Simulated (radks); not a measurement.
Results of a calculation; reference values are marked as such.
All-electron atom: Ne in [Ne]. Level of theory: non-relativistic Kohn-Sham, LDA (Slater exchange, Perdew-Wang correlation), spin-polarised, spherical densities, point nucleus (a radial shooting solver on a logarithmic mesh with Libxc functionals).

Normalised radial functions P(r) = r R(r), r in bohr:

r            1s
0.01302  0.6913
0.01604  0.8259
0.01974  0.9800
0.0245   1.1601
0.03017  1.3502
0.03714  1.5514
0.0461   1.7623
0.05676  1.9535
0.06988  2.1147
0.08673  2.2266
0.1068   2.2568
0.1315   2.1904
0.1632   2.0080
0.2009   1.7293
0.2473   1.3768
0.307    0.9822
0.378    0.6303
0.4691   0.3422
0.5775   0.1594
0.7111   0.0602
0.8825   0.0167
1.087    0.0036
1.338    0.0005
1.66     0.0000
2.044    0.0000
2.517    0.0000
3.124    0.0000
3.846    0.0000

1s: eigenvalue -824.66 eV, 0 radial nodes, <r> = 0.159 bohr, 90 % of the charge inside 0.284 bohr.
